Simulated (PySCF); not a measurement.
C$_{4}$H$_{4}$F$_{2}$ (SMILES FC1=CC[C@H]1F), singlet, geometry from GFN2-xTB. Base run: PySCF with DF-R2SCAN/def2-SVPD.

Input for PySCF:
```python
from pyscf import gto, scf, dft

mol = gto.M(
    atom='''
F     1.896899   -0.517665   -0.278789
C     0.663445   -0.024475   -0.357599
C    -0.090972    0.437670   -1.346719
C    -1.247892    0.751029   -0.425871
C    -0.334629    0.260250    0.730921
F    -0.815567   -0.820311    1.418783
H     0.041484    0.565359   -2.402601
H    -2.125579    0.123711   -0.564467
H    -1.542427    1.796883   -0.371080
H    -0.045175    1.008981    1.473805
''',
    basis='def2-svpd',
    charge=0,
    spin=0,
    verbose=4,
    max_memory=1800,
)

mf = dft.RKS(mol)
mf.xc = 'r2scan'
mf = mf.density_fit(auxbasis='def2-universal-jkfit')
mf.kernel()
```

All variants below ran on the same shared machine, one core each. Differences are taken from the largest basis of the diffuse def2 family in the series, which isn't the basis-set limit (def2-TZVPPD: -6.691 eV). The cheapest run took roughly 22 core-seconds.

| setting | basis functions | cost, times the cheapest (rough) | difference in HOMO energy (eV) |
|---|---|---|---|
| def2-SVPD | 158 | 1 | -0.081 |
| def2-TZVPD | 264 | 3 | -0.001 |
| def2-TZVPPD | 296 | 4 | reference |

Times come from a shared machine, hold the start-up and are rough.
